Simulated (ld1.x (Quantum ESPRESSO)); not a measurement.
What the settings do to the PAW potential of titanium (Ti)

Base potential:

| Item | Value |
| --- | --- |
| Element | titanium |
| Generator | ld1.x (Quantum ESPRESSO) 7.5 |
| Type | PAW |
| Functional | LDA (PZ) |
| Relativity | scalar-relativistic |
| Frozen core | [Ne] |
| Valence charge | 12 |
| Reference configuration | 3s2 3p6 3d2 4s1.5 4p0 (charge +0.5) |
| Partial waves | 3s (bound): rcut 1.45, rcutus 1.70 bohr; 4s (bound): rcut 1.45, rcutus 1.70 bohr; 3p (bound): rcut 1.75, rcutus 2.35 bohr; 4p (bound, empty): rcut 1.75, rcutus 2.35 bohr; 3d (bound): rcut 2.00, rcutus 2.45 bohr; 3d channel at -0.05 Ry: rcut 2.00, rcutus 2.45 bohr |
| Local potential | all-electron potential smoothed inside 1.70 bohr (lloc = -1) |
| Core correction | Bessel-smoothed model core inside 1.45 bohr |
| Augmentation charge | PSQ, inside the norm-conserving radii |

All-electron outer shells of the reference configuration (LDA (PZ), scalar-relativistic, ld1.x):

| shell | level (eV) | outermost node (bohr) | outermost maximum (bohr) |
| --- | --- | --- | --- |
| 2p | -447.46 | – | 0.22 |
| 3s | -65.76 | 0.40 | 0.87 |
| 3p | -42.29 | 0.37 | 0.90 |
| 3d | -7.89 | – | 0.97 |
| 4s | -7.50 | 1.24 | 2.81 |
| 4p | -4.05 | 1.38 | 3.52 |

Cutoffs, loose and tight: the cutoffs (Ry, on a coarse ladder) from which the occupation-weighted sum of valence levels, in a spherical-Bessel basis at the reference potential, stays within 10 and 1 mRy of its value at 400 Ry. They do not see the model core or the augmentation charge, which bear on the density cutoff. Test errors are all-electron minus pseudo excitation energies from the reference, over the configurations 3s2 3p6 3d2 4s2 4p0; 3s2 3p6 3d2 4s1 4p0; 3s2 3p6 3d2 4s0 4p0; 3s2 3p6 3d3 4s0 4p0; 3s2 3p6 3d2 4s0 4p2; 3s2 3p5 3d2 4s2 4p0; 3s2 3p6 3d2.5 4s1.5 4p0 (two spin-polarised tests are not counted in the largest error). A dash means not determined; rows that change the core or the reference have their own tests. The largest error is taken over the tests solved by every variant that gives reliable tests at all: 3s2 3p6 3d2 4s0 4p0; 3s2 3p6 3d2 4s0 4p2; 3s2 3p6 3d2 4s1 4p0; 3s2 3p6 3d2 4s2 4p0.

Cutoffs are not given where the Bessel-basis levels miss the radial ones by over 6 mRy, ghosts where they miss by over 20 mRy; a channel whose overlap is not positive is not tested.

A file whose overlap is not positive is unfit for use, and its test errors describe a broken file.

```tsv
change	outcome	bound ghosts	largest test error (meV)
base	generated, overlap not positive	not determined (overlap not positive)	-1.4
waves 3d (bound): rcut 1.48, rcutus 1.56 bohr; 3d channel at -0.05 Ry: rcut 1.48, rcutus 1.56 bohr	generated, overlap not positive	not determined (overlap not positive)	-1.3
waves 3d (bound): rcut 2.00, rcutus 2.12 bohr; 3d channel at -0.05 Ry: rcut 2.00, rcutus 2.12 bohr	generated, overlap not positive	not determined (overlap not positive)	-1.3
waves 3d (bound): rcut 2.00, rcutus 2.52 bohr; 3d channel at -0.05 Ry: rcut 2.00, rcutus 2.52 bohr	generated, overlap not positive	not determined (overlap not positive)	-1.4
waves 3d (bound): rcut 2.00, rcutus 2.90 bohr; 3d channel at -0.05 Ry: rcut 2.00, rcutus 2.90 bohr	generated, overlap not positive	not determined (overlap not positive)	-0.6
waves 3d (bound): rcut 2.00, rcutus 3.14 bohr; 3d channel at -0.05 Ry: rcut 2.00, rcutus 3.14 bohr	generated, overlap not positive	not determined (overlap not positive)	+1.1
waves 3d (bound): rcut 2.00, rcutus 3.64 bohr; 3d channel at -0.05 Ry: rcut 2.00, rcutus 3.64 bohr	generated, overlap not positive	not determined (overlap not positive)	-2.3
```
